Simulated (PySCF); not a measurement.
A structure optimised at PBE0-D3(BJ)/def2-TZVP, used in a PySCF frequency run:

```
C
F 1 1.3207
F 1 1.3207 2 111.32
H 1 1.0903 2 114.24 3 -131.22
```
Charge 0, spin multiplicity 2.

Question: Write its SMILES, formula and point group.

Answer: F[CH]F, CHF2, Cs

Question: What are its rotational constants (standard atomic weights)?

Answer: 67.883, 11.088, 9.6760 GHz
